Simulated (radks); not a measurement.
P, 15 electrons, occupied as [Ne] 3p3 4f2 (not the ground configuration).

Method: scalar-relativistic Kohn-Sham, BLYP, spin-polarised, spherical densities, finite nucleus; open shells are filled with parallel spins first; Fermi nuclear charge, rms radius 3.1889 fm; computed with a radial shooting solver on a logarithmic mesh with Libxc functionals.

Energy parts (eV):
total: -9267.828
kinetic: 9299.128
electron-nucleus: -21866.880
Hartree: 3917.819
exchange-correlation: -617.895

Orbitals (lengths in bohr, moments of r in powers of bohr):
orbital  occ.  eigenvalue (eV)   <1/r>
1s up       1        -2106.160   14.65
1s down     1        -2105.686   14.65
2s up       1        -193.8072   2.825
2s down     1        -193.3205   2.824
2p up       3        -144.6230   2.717
2p down     3        -143.9665   2.716
3p up       3         -20.5122  0.7031
4f up       2          -0.5261  0.1087

The highest occupied level is 4f up at -0.526 eV. Summed over all electrons, <r^2> = 263.5 bohr^2, which gives a Langevin (diamagnetic) susceptibility term of -209 x 10^-6 cm^3/mol. The density falls to 0.001 e/bohr^3 at r = 3.65 bohr. The electron density at the nucleus is 2382 e/bohr^3 (large components only). Spin moment in Bohr magnetons: 5.
